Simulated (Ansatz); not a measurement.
Reaction (formal exchange of groups at the Sn–Cl bond): `[CH3][SnH]([CH3])[Cl]` + acetylene → `C#[C][SnH]([CH3])[CH3]` + HCl

Gas-phase electronic energies from Ansatz, PBE0-D4/def2-TZVP geometries. CBS: MP2 limit from def2 TZ/QZ plus the TZ coupled-cluster correction, frozen cores. This one scheme is used for every species. DFT in def2-TZVPP. B3LYP here is the variant with VWN-RPA as its local correlation; programs differ in this. def2 core potentials past Kr. For Sn outer-core shells are correlated without core-valence functions, which leaves a few kJ/mol of doubt a bond.

| level | ΔE (kJ/mol) |
| --- | --- |
| PBE0 | 86.1 |
| B3LYP | 89.8 |

Problem. What does CCSD(T)/CBS give? (Best estimate.)

Solution. Computed: +81.4 kJ/mol. The listed levels differ from it by 4.7, 8.4 kJ/mol.

Largest T1 diagnostic among the species: 0.013.

In def2-TZVPP, CCSD(T) changes the Hartree–Fock value by −23.4 kJ/mol (the triples alone add −2.6 kJ/mol) and MP2 by −22.4 kJ/mol.

CCSD(T)/CBS has its own doubt, a few kJ/mol and more with outer-core shells, so smaller differences from it don't rank the levels.
